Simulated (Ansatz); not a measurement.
Stepwise reaction of `N#C[Si](C#N)(C#N)C#N` with hydrogen, as a gas-phase model of exchange steps in deposition or etching. ΔE in kJ/mol; ΔG adds harmonic PBE0-D4 terms to CCSD(T)/CBS, at 1 bar.

Gas-phase electronic energies from Ansatz, PBE0-D4/def2-TZVP geometries. CCSD(T)/CBS is the MP2 limit (def2-TZVPP, def2-QZVPP) plus CCSD(T) − MP2 in def2-TZVPP, frozen cores. This one scheme is used for every species. Functionals use def2-TZVPP. B3LYP here is the variant with VWN-RPA as its local correlation; programs differ in this.

```
step                                                  reaction  PBE-D4  B3LYP-D4  ωB97M-V  CCSD(T)/CBS  ΔG(500 K)
   1  `N#C[Si](C#N)(C#N)C#N` + H₂ → `N#C[SiH](C#N)C#N` + `C#N`    -9.8     -13.4    -16.6        -14.3      -19.7
   2          `N#C[SiH](C#N)C#N` + H₂ → `N#C[SiH2]C#N` + `C#N`    -3.1      -5.9     -8.2         -6.1       -7.7
   3                 `N#C[SiH2]C#N` + H₂ → `N#C[SiH3]` + `C#N`     6.4       4.1      2.8          4.5        5.8
   4                           `N#C[SiH3]` + H₂ → SiH₄ + `C#N`    19.0      17.3     17.0         18.2       23.0
```

Task: By hand: ΔE of the 4 steps together at CCSD(T)/CBS.

Result: (-14.3) + (-6.1) + (4.5) + (18.2) = 2.3 kJ/mol, or 0.6 kJ/mol a step.

In ΔE each step is higher than the one before. ΔG lies between -19.7 and 23.0 kJ/mol a step. PBE-D4 differs from CCSD(T)/CBS by 0.8 to 4.5 kJ/mol a step. Isolated molecules leave out the surface, adducts and barriers. Largest T1 diagnostic: 0.015.
